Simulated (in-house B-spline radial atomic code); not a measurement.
Computed with a B-spline radial atomic code. Model: two electrons, singlet ground state, non-relativistic, full CI in B-splines with partial waves to l = 8 (at full coupling up to 3e-4 hartree above the limit, correlation up to 0.6 % small), density held at that of full coupling by Lieb maximisation.

Along the adiabatic connection the electron repulsion is scaled by a coupling λ while a local potential keeps the density fixed. At λ = 0 the system is the Kohn-Sham one and W equals the exchange energy; the exchange-correlation energy is the area under W between 0 and 1. The kinetic energy rises with λ as the electrons avoid each other, with dT/dλ = −λ dW/dλ.

Command:
```bash
python run_ac.py task.json out
```
Settings (lengths in bohr, energies in hartree):
```
potential              yukawa
strength               2.54
lmax                   8
second                 0.213
```

Time taken, with all properties: 14 s on 1 thread of Intel(R) Xeon(R) Processor @ 2.30GHz (shared host).

**W = mean repulsion less Hartree energy, and W of three functionals.**

Given: confinement screened point charge; nuclear charge 2.54; screening of the nucleus 0.213 1/bohr; external potential -Z exp(-k r)/r.

Computed: LDA exchange minus exact 187.46 millihartree; PBE exchange minus exact 17.979 millihartree.

```
coupling  W xc (hartree)  W xc minus exchange (millihartree)  kinetic minus Kohn-Sham (millihartree)  LDA (PW92) W minus its exchange (millihartree)  PBE W minus its exchange (millihartree)  SCAN W minus its exchange (millihartree)
       0         -1.3502                                   0                                       0                                               0                                        0                                         0
    0.02         -1.3521                              -1.905                                    0.02                                          -12.52                                    -1.79                                     -1.83
    0.05               ?                                   ?                                       ?                                               ?                                        ?                                         ?
    0.12         -1.3614                             -11.238                                    0.67                                          -49.93                                    -10.9                                    -10.59
    0.25         -1.3731                             -22.912                                    2.82                                          -84.09                                   -22.64                                    -21.34
     0.4          -1.386                             -35.776                                       7                                         -115.35                                   -35.83                                    -33.04
     0.6         -1.4022                             -51.992                                   15.09                                         -149.57                                   -52.65                                    -47.65
     0.8               ?                                   ?                                       ?                                               ?                                        ?                                         ?
       1         -1.4317                              -81.55                                   38.61                                         -203.54                                   -83.64                                    -74.08
     1.4          -1.458                             -107.79                                      70                                         -246.07                                  -111.38                                     -97.5
       2         -1.4922                             -142.01                                   127.9                                         -297.06                                  -147.84                                    -128.2
       3         -1.5386                              -188.4                                  242.91                                         -361.53                                     -198                                   -170.48
     4.5         -1.5907                              -240.5                                  436.15                                         -431.08                                  -256.03                                   -219.45
       7         -1.6494                             -299.23                                  768.29                                         -509.55                                  -325.04                                   -277.22
      10         -1.6947                             -344.55                                  1148.6                                         -572.47                                   -382.3                                   -323.79
```

Q: What belongs in the row 0.05?

A: W xc (hartree): -1.3549; W xc minus exchange (millihartree): -4.738; kinetic minus Kohn-Sham (millihartree): 0.12; LDA (PW92) W minus its exchange (millihartree): -25.83; PBE W minus its exchange (millihartree): -4.52; SCAN W minus its exchange (millihartree): -4.51.

Q: What belongs in the row 0.8?

A: W xc (hartree): -1.4174; W xc minus exchange (millihartree): -67.222; kinetic minus Kohn-Sham (millihartree): 25.73; LDA (PW92) W minus its exchange (millihartree): -178.41; PBE W minus its exchange (millihartree): -68.58; SCAN W minus its exchange (millihartree): -61.29.

Q: What is the SCAN exchange minus exact?

A: -5.2881 millihartree.

**Energy parts, natural occupations and partial-wave weights.**

Computed: total energy -4.0118 hartree; exchange energy -1.3502 hartree; correlation energy -0.042936 hartree; initial slope twice GL2 -0.09557 hartree; kinetic part over minus potential part 0.4735; Hartree energy 2.7004 hartree; Kohn-Sham kinetic 4.9082 hartree.

```json
{"natural": "s", "occupation of the shell (electrons)": "1.9904"}
{"natural": "p", "occupation of the shell (electrons)": "0.0048103"}
{"natural": "s", "occupation of the shell (electrons)": "0.004275"}
{"natural": "d", "occupation of the shell (electrons)": "0.00021996"}
{"natural": "p", "occupation of the shell (electrons)": "?"}
{"natural": "s", "occupation of the shell (electrons)": "7.9906e-05"}
```

Q: What belongs in the row p?

A: occupation of the shell (electrons): 0.00016564.

| wave | weight |
| --- | --- |
| s | 0.99736 |
| p | ? |
| d | 0.00012332 |
| f | 1.7246e-05 |
| g | 3.9937e-06 |

Q: What belongs in the row p?

A: weight: 0.0024961.

Q: What is the kinetic part of the DFT correlation energy?

A: 0.038614 hartree.

Q: What is the Lieb Oxford ratio E_xc over LDA exchange?

A: 1.1981.

Half-way to full coupling W has made 54 % of its drop, against 50 % for a straight line, and second-order (GL2) theory, half the initial slope, overshoots the correlation energy by about 11 %: a moderate bend, as in light atoms. Over couplings 0 to 1 the errors in E_xc come to about +106 millihartree for LDA, +17 millihartree for PBE, -1.7 millihartree for SCAN, so SCAN is nearest. In LDA and PBE and SCAN the errors of exchange and correlation have opposite signs, so the sum is smaller than the larger of the two.
